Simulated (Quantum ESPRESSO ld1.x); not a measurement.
Problem. Radial electron density D(r) = 4 pi r^2 rho(r) of an atom or ion with 3 electrons. All-electron calculation, non-relativistic Kohn-Sham, PBE, spin-unpolarised, spherical densities, point nucleus. Program: ld1.x of Quantum ESPRESSO 7.5.

```
   r/bohr * D(r) (the largest magnitude, 3.86, reaches the edge; | marks zero)
   0.0182 | *
  0.02073 | *
  0.02337 |  *
  0.02635 |  *
  0.03001 |   *
  0.03383 |    *
  0.03853 |      *
  0.04344 |       *
  0.04898 |         *
  0.05578 |           *
  0.06289 |              *
  0.07163 |                 *
  0.08076 |                    *
  0.09105 |                        *
   0.1037 |                            *
   0.1169 |                                 *
   0.1331 |                                     *
   0.1501 |                                          *
   0.1693 |                                              *
   0.1928 |                                                  *
   0.2173 |                                                    *
   0.2475 |                                                      *
   0.2791 |                                                      *
   0.3146 |                                                     *
   0.3583 |                                                 *
    0.404 |                                             *
   0.4601 |                                      *
   0.5188 |                                *
   0.5849 |                         *
   0.6661 |                  *
    0.751 |            *
   0.8468 |        *
   0.9644 |    *
    1.087 |  *
    1.238 | *
    1.396 |*
    1.574 |*
    1.793 *
    2.021 *
    2.302 *
    2.595 *
    2.926 *
    3.332 |*
    3.757 |*
    4.279 |*
    4.824 |*
     5.44 *
    6.985 *
    7.954 |*
    8.968 | *
    10.11 | *
    11.52 | *
    12.98 |*
    14.79 |*
    16.67 *
     18.8 *
    21.41 *
```

What is the nuclear charge?

Solution. Z = 4. The innermost maximum, from 1s, lies near 1/Z = 0.25 bohr (found: 0.265), and its height grows with Z. The density is that of the beryllium ion Be+ in [He] 4s1; the configuration itself is not fixed sharply by these data. D(r) has 3 maxima, at r = 0.265, 4.11, 10.4 bohr.
